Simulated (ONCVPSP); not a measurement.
## Ge (Z = 32), ONCV: configuration errors across variants

ONCVPSP 4.0.1 input, shortened (lines: element, Z, core and valence counts, functional; n l f; lmax; l rc ep ncon nbas qcut; lloc lpopt rc5 dvloc0; l nproj debl; icmod fcfact rcfact), PBE, non-relativistic:

```
  Ge 32.00    3    5        4      upf
    1    0    2.00
    2    0    2.00
    2    1    6.00
    3    0    2.00
    3    1    6.00
    3    2   10.00
    4    0    2.00
    4    1    1.00
    2
    0    1.15    0.00    5    9    9.80
    1    1.35    0.00    3    7   11.40
    2    0.80    0.00    3    8   20.40
    4    5    0.50    2.00
    0    2    2.50
    1    3    3.20
    2    2    3.40
    0    0.00    0.00
```

All-electron excitation energies from the reference (eV): (1) 3s2 3p6 3d10 4s2 4p2 -7.477; (2) 3s2 3p6 3d10 4s2 4p0 15.449; (3) 3s2 3p6 3d10 4s1 4p0 49.695; (4) 3s2 3p6 3d10 4s1 4p2 8.298.

1 further variants failed, have other tests or another functional or relativity, and are left out.

Errors AE − PS in meV (a dash: test not solved or not reliable):

```
            change   (1)   (2)   (3)   (4)  bound ghosts  GHOST(+) flags above zero
              base   0.0   0.0  +0.3  +0.2          none                          s
        s: rc 1.08   0.0  +0.1  +0.3  +0.2          none                          s
d: ncon 5, nbas 10   0.0   0.0  +0.3  +0.2          none                          s
        s: rc 1.68  +0.1  +0.1  +0.5   0.0          none                          s
      p: qcut 17.1   0.0  +0.1  +0.7  +0.2          none                          s
```

Task: Give the same row for: core correction Teter function, fcfact 2.75, rcfact 1.2.

Result: 0.0, 0.0, -0.2, -0.4; bound ghosts: none; GHOST(+) flags above zero: s.
